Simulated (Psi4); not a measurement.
Li (SMILES [Li-]), charge -1, singlet (a gas-phase anion, which may not be bound at this level); REVPBE/6-31G* (Psi4).

The Psi4 input:
```
memory 2 GB

molecule {
-1 1
Li    0.00000000    0.00000000    0.00000000
}

set {
  basis 6-31g*
  scf_type pk
  puream true
  d_convergence 1e-8
  dft_radial_points 99
  dft_spherical_points 590
}

energy('revpbe')
print_variables()
```

The log (banner, timings and long lists left out):

```
   => Loading Basis Set <=

    Name: 6-31G*
    Role: ORBITAL
    Keyword: BASIS

         ---------------------------------------------------------
                                   SCF
               by Justin Turney, Rob Parrish, Andy Simmonett
                          and Daniel G. A. Smith
                              RKS Reference
         ---------------------------------------------------------

  ==> Geometry <==

    Molecular point group: d2h
    Geometry (in Angstrom), charge = -1, multiplicity = 1:

       Center              X                  Y                   Z               Mass
    ------------   -----------------  -----------------  -----------------  -----------------
         LI           0.000000000000     0.000000000000     0.000000000000     7.016003436600

  Running in d2h symmetry.

  Rotational constants: A = ************  B = ************  C = ************ [cm^-1]
  Rotational constants: A = ************  B = ************  C = ************ [MHz]
  Nuclear repulsion =    0.000000000000000

  Charge       = -1
  Multiplicity = 1
  Electrons    = 4
  Nalpha       = 2
  Nbeta        = 2

  ==> Algorithm <==

  SCF Algorithm Type is PK.
  DIIS enabled.
  MOM disabled.
  Fractional occupation disabled.
  Guess Type is CORE.
  Energy threshold   = 1.00e-06
  Density threshold  = 1.00e-08
  Integral threshold = 1.00e-12

  ==> Primary Basis <==

  Basis Set: 6-31G*
    Blend: 6-31G*
    Number of shells: 6
    Number of basis functions: 14
    Number of Cartesian functions: 15
    Spherical Harmonics?: true
    Max angular momentum: 2

  ==> DFT Potential <==

   => LibXC <=

    Version 7.1.2
    S. Lehtola, C. Steigemann, M. J. T. Oliveira, and M. A. L. Marques,  SoftwareX 7, 1–5 (2018) (10.1016/j.softx.2017.11.002)

   => Composite Functional: REVPBE <=

    revPBE GGA Exchange-Correlation Functional

    Y. Zhang and W. Yang, Phys. Rev. Lett. 80, 890, 1998

    Deriv               =              1
    GGA                 =           TRUE
    Meta                =          FALSE

    Exchange Hybrid     =          FALSE
    MP2 Hybrid          =          FALSE

   => Exchange Functionals <=

    1.0000   XC_GGA_X_PBE_R

   => Correlation Functionals <=

    1.0000     XC_GGA_C_PBE

   => LibXC Density Thresholds  <==

    XC_GGA_C_PBE:  1.00E-12
    XC_GGA_X_PBE_R:  1.00E-15

   => Molecular Quadrature <=

    Radial Scheme          =       TREUTLER
    Pruning Scheme         =           NONE
    Nuclear Scheme         =       TREUTLER

    Blocking Scheme        =         OCTREE
    BS radius alpha        =              1
    Pruning alpha          =              1
    Radial Points          =             99
    Spherical Points       =            590
    Total Points           =          54280
    Total Blocks           =            506
    Max Points             =            256
    Max Functions          =             14
    Weights Tolerance      =       1.00E-15

  ==> Integral Setup <==

  Using in-core PK algorithm.
   Calculation information:
      Number of atoms:                   1
      Number of AO shells:               6
      Number of primitives:             15
      Number of atomic orbitals:        15
      Number of basis functions:        14

      Integral cutoff                 1.00e-12
      Number of threads:                 1

  Performing in-core PK
  Using 11130 doubles for integral storage.
  We computed 231 shell quartets total.
  Whereas there are 231 unique shell quartets.

  ==> DiskJK: Disk-Based J/K Matrices <==

    J tasked:                  Yes
    K tasked:                   No
    wK tasked:                  No
    Schwarz Cutoff:          1E-12

  Minimum eigenvalue in the overlap matrix is 9.3548998249E-02.
  Reciprocal condition number of the overlap matrix is 4.7669271188E-02.
    Using symmetric orthogonalization.

  ==> Pre-Iterations <==

  SCF Guess: Core (One-Electron) Hamiltonian.

   -------------------------------------------------------
    Irrep   Nso     Nmo     Nalpha   Nbeta   Ndocc  Nsocc
   -------------------------------------------------------
     Ag         5       5       2       2       2       0
     B1g        1       1       0       0       0       0
     B2g        1       1       0       0       0       0
     B3g        1       1       0       0       0       0
     Au         0       0       0       0       0       0
     B1u        2       2       0       0       0       0
     B2u        2       2       0       0       0       0
     B3u        2       2       0       0       0       0
   -------------------------------------------------------
    Total      14      14       2       2       2       0
   -------------------------------------------------------

  ==> Iterations <==

                        Total Energy        Delta E     RMS |[F,P]|

   @RKS iter   1:    -7.33317690217897   -7.33318e+00   2.34481e-02 ADIIS/DIIS
   @RKS iter   2:    -7.48658384408594   -1.53407e-01   4.98389e-03 ADIIS/DIIS
   @RKS iter   3:    -7.48959856564024   -3.01472e-03   2.05916e-04 ADIIS/DIIS
   @RKS iter   4:    -7.48960520747591   -6.64184e-06   8.30898e-06 DIIS
   @RKS iter   5:    -7.48960521800172   -1.05258e-08   4.16963e-08 DIIS
   @RKS iter   6:    -7.48960521800199   -2.69118e-13   4.91234e-11 DIIS
  Energy and wave function converged.

  ==> Post-Iterations <==

   Electrons on quadrature grid:
      Ntotal   =    4.0000000000 ; deviation = -5.111e-13

    Orbital Energies [Eh]
    ---------------------

    Doubly Occupied:

       1Ag    -1.653145     2Ag     0.069105

    Virtual:

       1B3u    0.119094     1B1u    0.119094     1B2u    0.119094
       2B3u    0.267105     2B2u    0.267105     2B1u    0.267105
       3Ag     0.283231     1B2g    0.616940     1B1g    0.616940
       1B3g    0.616940     4Ag     0.616940     5Ag     0.616940

    Final Occupation by Irrep:
             Ag   B1g   B2g   B3g    Au   B1u   B2u   B3u
    DOCC [     2,    0,    0,    0,    0,    0,    0,    0 ]
    NA   [     2,    0,    0,    0,    0,    0,    0,    0 ]
    NB   [     2,    0,    0,    0,    0,    0,    0,    0 ]

  @RKS Final Energy:    -7.48960521800199

   => Energetics <=

    Nuclear Repulsion Energy =              0.0000000000000000
    One-Electron Energy =                 -10.3785855977934780
    Two-Electron Energy =                   4.8482001354385185
    DFT Exchange-Correlation Energy =      -1.9592197556470321
    Empirical Dispersion Energy =           0.0000000000000000
    VV10 Nonlocal Energy =                  0.0000000000000000
    Total Energy =                         -7.4896052180019916

Computation Completed

Properties will be evaluated at   0.000000,   0.000000,   0.000000 [a0]

Properties computed using the SCF density matrix

 Multipole Moments:

 ------------------------------------------------------------------------------------
     Multipole            Electronic (a.u.)      Nuclear  (a.u.)        Total (a.u.)
 ------------------------------------------------------------------------------------

 L = 1.  Multiply by 2.5417464519 to convert [e a0] to [Debye]
 Dipole X            :          0.0000000            0.0000000            0.0000000
 Dipole Y            :          0.0000000            0.0000000            0.0000000
 Dipole Z            :          0.0000000            0.0000000            0.0000000
 Magnitude           :                                                    0.0000000

 ------------------------------------------------------------------------------------

  Variable Map:
  ----------------------------------------------------------------------------
  "CURRENT ENERGY"              =>      -7.489605218002
  "CURRENT REFERENCE ENERGY"    =>      -7.489605218002
  "DD SOLVATION ENERGY"         =>       0.000000000000
  "DFT FUNCTIONAL TOTAL ENERGY" =>      -7.489605218002
  "DFT TOTAL ENERGY"            =>      -7.489605218002
  "DFT VV10 ENERGY"             =>       0.000000000000
  "DFT XC ENERGY"               =>      -1.959219755647
  "GRID ELECTRONS ALPHA"        =>       2.000000000000
  "GRID ELECTRONS BETA"         =>       2.000000000000
  "GRID ELECTRONS TOTAL"        =>       3.999999999999
  "NUCLEAR REPULSION ENERGY"    =>       0.000000000000
  "ONE-ELECTRON ENERGY"         =>     -10.378585597793
  "PCM POLARIZATION ENERGY"     =>       0.000000000000
  "PE ENERGY"                   =>       0.000000000000
  "SCF ITERATION ENERGY"        =>      -7.489605218002
  "SCF ITERATIONS"              =>       6.000000000000
  "SCF TOTAL ENERGY"            =>      -7.489605218002
  "TWO-ELECTRON ENERGY"         =>       4.848200135439
  "XC GRID RADIAL POINTS"       =>      99.000000000000
  "XC GRID SPHERICAL POINTS"    =>     590.000000000000
  "XC GRID TOTAL POINTS"        =>   54280.000000000000

  Array Variable Map:
  ----------------------------------------------------------------------------
  "CURRENT DIPOLE"              =>       0.000000000000 ... 0.000000000000 1 by 3
  "SCF DIPOLE"                  =>       0.000000000000 ... 0.000000000000 1 by 3
  "SCF TOTAL ENERGIES"          =>      -7.333176902179 ... -7.489605218002 1 by 6
```
